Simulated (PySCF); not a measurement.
# MNa cations for M along the fourth-period p block

CCSD(T) with double-zeta basis sets in PySCF, for the lowest determinant that a PBE0 search found; no spin–orbit coupling. De refers to high-spin ground-configuration atoms (the charge goes to the atom of lower measured ionisation energy or higher electron affinity, which is not always the lowest computed limit).

```csv
M,basis,"reference, frozen orbitals",charged atom,state (unpaired electrons),Re (Å),ωe (cm⁻¹),De (eV)
Ga,x2c-SVPall,"UHF, 10",Na+,doublet (σ ↑),3.463,107,0.79
Ge,pcseg-1,"UHF, 10",Na+,"triplet (σ ↑, π ↑)",3.348,108,0.42
As,def2-SVP,"UHF, 10",Na+,"quartet (σ ↑, π ↑↑)",3.261,99.8,0.24
Se,def2-SVP,"UHF, 10",Na+,triplet (π ↑↑),3.064,141,0.60
Br,def2-SVP,"UHF, 10",Na+,doublet (π ↑),3.007,132,0.40
```

By what factor does the harmonic wavenumber vary along the series?

At CCSD(T) it runs from 99.8 cm⁻¹ (NaAs⁺) to 141 cm⁻¹ (NaSe⁺), a factor of 1.41.

The rows differ in basis set, which adds steps of its own.

The state changes along the series, so neighbouring rows are not always alike in their bonding.

Correlated steps freeze 10 core orbitals. Weak bonds: NaAs⁺, NaBr⁺, NaGe⁺. Basis-set superposition, not corrected here, can be much of De in a small basis, most of all at correlated wavefunction levels. Spin–orbit coupling is left out. For an ion De counts to the pair picked by the measured ionisation energies or electron affinities, which need not be the lowest pair at this level. States were picked by a PBE0 search and need not be the measured ground states.
